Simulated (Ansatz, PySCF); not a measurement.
C₃H₄, triplet, geometry from GFN2-xTB (a higher spin typed on purpose: for a closed-shell molecule this is an excited state). Base run: CAMB3LYP/def2-SVPD (PySCF).

PySCF was given this input:
```python
from pyscf import gto, scf, dft

mol = gto.M(
    atom='''
C     1.276646   -0.070834    0.004906
C    -0.005771    0.282904    0.170940
C    -1.273840   -0.066714   -0.088017
H     1.579451   -0.970743   -0.528208
H     2.082339    0.528773    0.397807
H    -2.104050    0.535536    0.245284
H    -1.539950   -0.965704   -0.641858
''',
    basis='def2-svpd',
    charge=0,
    spin=2,
    verbose=4,
)

mf = dft.UKS(mol)
mf.xc = 'camb3lyp'
mf.kernel()
```

The same geometry, method and basis name were run in Ansatz (an electronic-structure program) and PySCF, at each program's defaults and at the settings that a row names. The base is PySCF at its defaults. Differences at the defaults can come from grids, fitting, cores and function types together.

```json
[
 {"code and settings": "PySCF, defaults (exact integrals, its default grid, spherical functions)", "ΔE vs base (µEh)": "0.0", "basis functions": "92", "E (Eh)": "-116.42339", "SCF cycles": "10", "dipole (D)": "0.61"},
 {"code and settings": "Ansatz, defaults (factorised integrals, its default grid, spherical functions)", "ΔE vs base (µEh)": "1.0", "basis functions": "92", "E (Eh)": "-116.42339", "SCF cycles": "-", "dipole (D)": "-"},
 {"code and settings": "PySCF, density fitting with def2-universal-jkfit", "ΔE vs base (µEh)": "-25.2", "basis functions": "92", "E (Eh)": "-116.42342", "SCF cycles": "10", "dipole (D)": "0.61"},
 {"code and settings": "PySCF, fine grid", "ΔE vs base (µEh)": "-0.3", "basis functions": "92", "E (Eh)": "-116.42339", "SCF cycles": "10", "dipole (D)": "0.61"},
 {"code and settings": "Ansatz, high accuracy", "ΔE vs base (µEh)": "-0.3", "basis functions": "92", "E (Eh)": "-116.42339", "SCF cycles": "-", "dipole (D)": "-"}
]
```

Open shells are given as the SCF converged; they aren't shown to be the lowest states, and a large step between rows can be another state.
